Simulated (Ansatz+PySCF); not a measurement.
The numbers below are computed, except where a source is named.
This PySCF input gave a total energy of -99.28049 hartree.

```python
from pyscf import gto, scf

mol = gto.M(atom="""
F 0.000000 0.000000 0.000000
""", basis='def2-svp', charge=-1, spin=0)
mf = scf.RHF(mol)
mf.init_guess = '1e'
mf.kernel()
while True:  # follow internal instabilities
    mo, _, stable, _ = mf.stability(return_status=True)
    if stable: break
    mf.kernel(mf.make_rdm1(mo, mf.mo_occ))
print(mf.converged, mf.e_tot, mf.spin_square()[0])
```

Question: Write an input for Ansatz with the same method and basis set.

Answer:

```yaml
crystal:
  periodic: [false, false, false]
  atoms:
    - { symbol: F, position_ang: [0.0, 0.0, 0.0] }
basis:
  gaussian: { orbitals: def2-SVP }
total_charge: -1
hamiltonian:
  xc: hf
```

Ansatz (development build ahead of 0.2.0) gave -99.28049 hartree, 0.00 meV from the first. Caution: no diffuse functions for an anion.
